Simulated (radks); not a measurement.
Neutral praseodymium inside a hard spherical wall (all orbitals vanish at R), configuration held at [Xe] 4f3 6s2 and not refilled when levels cross. Method: scalar-relativistic Kohn-Sham, PBE, spin-polarised, spherical densities, finite nucleus; open shells are filled with parallel spins first (spin-orbit coupling, left out, can overturn this in heavy ions); Fermi nuclear charge, rms radius 4.8919 fm; computed with a radial shooting solver on a logarithmic mesh with Libxc functionals. Eigenvalues in eV for spin up, with the zero of energy where the potential of the charges vanishes at infinity; a dash marks a level that is unbound or too diffuse for the functional's potential to be trusted. A positive occupied level is held by the wall or, in an anion where self-interaction has pushed it up, behind a barrier. The pressure on the wall is -dE/dV.

R (bohr)	E (hartree)	kinetic (hartree)	e(5s)	e(5p)	e(6s)	e(5d, empty)	e(4f)	e(6p, empty)	pressure (GPa)
free	-9236.9123	9809.355	-39.527	-21.866	-3.520	-2.166	-1.846	-1.270	0
20	-9236.9123	9809.355	-39.527	-21.866	-3.520	-2.166	-1.846	-1.269	< 0.0001
12	-9236.9115	9809.363	-39.468	-21.807	-3.476	-2.114	-1.787	-1.140	0.0110
8	-9236.8856	9809.517	-38.629	-20.986	-2.701	-1.374	-0.958	0.270	0.853
7	-9236.8483	9809.690	-37.938	-20.319	-1.871	-0.721	-0.264	1.619	2.68
6	-9236.7565	9810.062	-36.796	-19.232	-0.125	0.456	0.909	4.311	9.19
4	-9235.7213	9813.974	-30.624	-13.330	15.020	8.334	7.909	24.889	209
3.5	-9234.6611	9817.933	-26.447	-9.021	27.955	14.410	12.996	40.849	582
2.5	-9226.3748	9845.901	-3.690	17.015	106.36	50.153	38.669	129.78	6950
1.5	-9149.5771	10070.479	165.00	209.12	574.63	276.96	152.22	620.75	238000
